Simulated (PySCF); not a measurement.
Dipole moment and polarisability of `C[C@@H](CF)C(F)(F)[SiH3]`

Compound: C₄H₉F₃Si.
Geometry (GFN2-xTB, Å), atoms numbered from 1 in this order:
```
atom  x, y, z in Å
C1    -0.8412   -0.2037    1.5394
C2    -0.6109   -0.7142    0.1204
C3    -1.4091    0.0925   -0.8963
F4    -1.0415    1.4193   -0.8423
C5     0.8725   -0.6800   -0.2528
F6     1.0221   -1.3811   -1.4331
F7     1.5648   -1.4370    0.6617
Si8    1.7811    1.0251   -0.4713
H9    -0.1961   -0.7289    2.2387
H10   -0.6308    0.8608    1.5995
H11   -1.8759   -0.3706    1.8297
H12   -0.9437   -1.7572    0.0481
H13   -1.2149   -0.2461   -1.9180
H14   -2.4808    0.0525   -0.6810
H15    1.4613    1.4859   -1.8149
H16    3.1917    0.6735   -0.3286
H17    1.3444    1.9212    0.5909
```

Level: wB97X-D/def2-SVPD (PySCF), static field, nuclei fixed, core orbitals frozen in the response. The polarisability tensor in these axes (au):

```
x   80.56  3.52 -1.70
y    3.52 73.93 -1.43
z   -1.70 -1.43 74.86
```

Task: Give the principal values, the mean and the anisotropy Δα = √{½[(α1 − α2)² + (α2 − α3)² + (α1 − α3)²]}.

Result: Principal values 72.22, 74.46 and 82.67 au; mean 76.45 au = 11.33 Å³ = 12.60 × 10⁻⁴⁰ C²·m²/J; Δα = 9.53 au (12 % of the mean).

Task: What is the dipole moment, and where does it point?

Result: (-1.89, 0.44, 0.48) D, 2.00 D in size, pointing from the negative to the positive side. Measured along this direction, the outermost atoms are H16 at the negative end and H14 and H11 at the positive end.

Task: Rayleigh depolarisation ratio (linearly polarised light, static tensor)?

Result: ρ = 3Δα²/(45ᾱ² + 4Δα²) = 272.3/(263000 + 363.1) = 0.00103.

Task: Traceless (Buckingham) quadrupole moment about the centre of nuclear charge: eigenvalues?

Result: -9.93, 0.18, 9.75 D·Å. The values depend on the origin, since the dipole doesn't vanish. The electronic extent ⟨r²⟩ about the same centre is 1118 bohr², a root-mean-square distance of 2.06 Å for the 74 electrons.

Task: How large is μ²/3kT at 500 K beside α?

Result: In Gaussian units μ²/3kT = 19.36 Å³ against 11.33 Å³, a ratio of 1.71; the Debye molar polarisation (4π/3)N_A(α + μ²/3kT) is 77.4 cm³/mol, leaving out the vibrational part.

Task: In TDDFT the mean static polarisability is Σ f/ω² over all singlet excitations (ω in hartree). How much of it do the 8 lowest give? Their energies (eV) and oscillator strengths: 8.28, 0.0103; 8.37, 0.0796; 8.83, 0.0775; 8.93, 0.1315; 9.07, 0.0115; 9.28, 0.0032; 9.47, 0.0259; 9.61, 0.0067.

Result: They add up to 3.31 au, 4.3 % of the 76.45 au; the largest single term is 1.22 au, from the state at 8.93 eV. Terms in order: 0.11, 0.84, 0.74, 1.22, 0.10, 0.03, 0.21, 0.05 au. Higher excitations give the rest. The strengths listed sum to 0.346.

Task: Along which axes do the principal values lie, and how far do the nuclei extend along each?

Result: Largest value along (0.88, 0.40, -0.26), where the nuclei span 5.44 Å; middle along (0.35, -0.16, 0.92), 4.27 Å; least along (-0.32, 0.90, 0.28), 3.45 Å. The response follows the extents in order.

Isolated species at its GFN2-xTB geometry (one conformer only).

The run behind these numbers computed excited states as well. Hardware: one thread of an Intel Xeon at 2.70 GHz, no GPU, shared host with 64 logical CPUs at a one-minute load of 63. Cost: 1.8 min of wall time, 1.0 GiB resident at most.
